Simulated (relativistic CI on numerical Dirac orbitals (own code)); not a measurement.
Sm⁵²⁺: sensitivity of the levels to the model

Base calculation: Dirac-Coulomb-Breit CI, orbitals from a KLI potential per configuration, model QED, unscaled Slater integrals.

CI space (outside the closed core 1s2): 2s²2p⁶, 2s²2p⁵3s, 2s²2p⁵3p, 2s²2p⁵3d, 2s2p⁶3s, 2s2p⁶3p, 2s2p⁶3d, 2s²2p⁵4s, 2s²2p⁵4p, 2s²2p⁵4d, 2s²2p⁵4f, 2s2p⁶4s, 2s²2p⁴3s², 2s2p⁶4p, 2s2p⁶4d, 2s²2p⁴3s3p, 2s2p⁶4f, 2s²2p⁵5s, 2s²2p⁵5p, 2s²2p⁵5d, 2s²2p⁵5f, 2s²2p⁵5g, 2s²2p⁴3s3d, 2s²2p⁴3p², 2s²2p⁴3p3d, 2s2p⁵3s², 2s²2p⁴3d², 2s2p⁵3s3p, 2s2p⁵3s3d, 2s2p⁵3p², 2s2p⁶5s, 2s2p⁶5p, 2s2p⁶5d, 2s2p⁵3p3d, 2s2p⁶5f, 2s2p⁶5g. Levels of other configurations are missing.

The lowest level and the first level of each name with at least 55 % of one term (blank where a level has no safe partner in the second run):

```csv
Level,Base (eV),Shift (eV)
2s²2p⁶ ¹S0,0.00,0.00
2s²2p⁵3s ³P°2,5697.47,+11.10
2s²2p⁵3s ¹P°1,5704.15,+10.84
2s²2p⁵3p ³D3,5976.93,+11.45
2s²2p⁵3p ¹P1,5977.02,+11.04
2s²2p⁵3p ³P2,5987.03,+10.41
2s²2p⁵3p ¹S0,6031.03,+9.48
2s²2p⁵3d ³P°0,6104.40,+9.47
2s²2p⁵3d ³P°1,6111.99,+11.07
2s²2p⁵3d ³D°2,6120.34,+11.09
2s²2p⁵3d ³F°4,6149.36,+13.77
2s²2p⁵3d ³D°3,6162.89,+12.70
2s²2p⁵3d ¹P°1,6187.26,+13.40
2s²2p⁵3s ³P°0,6317.57,+18.22
2s²2p⁵3s ³P°1,6320.87,+18.82
2s²2p⁵3p ³D1,6429.48,+16.90
2s²2p⁵3p ³P0,6467.12,+15.44
2s2p⁶3s ³S1,6695.43,+10.15
2s2p⁶3s ¹S0,6717.56,+9.19
2s²2p⁵3d ³F°2,6733.90,+19.68
2s2p⁶3p ³P°0,6808.05,+6.72
2s2p⁶3p ³P°1,6811.36,+8.04
```

At this charge energies of transitions that change n are usually good to better than 1 %, and those within a shell (Δn = 0) to a few per cent.

(1) One thing was changed in a second run, which moved the levels as shown. Which?
A. configuration mixing switched off
B. Breit term removed
C. QED terms removed

Answers

(1) B. Breit term removed. The Breit term mainly narrows fine-structure intervals, so removing it widens them.

LS names give the leading component of a level, which can be under half, so a name can repeat, a term be missing and a line seem to break the LS rules.
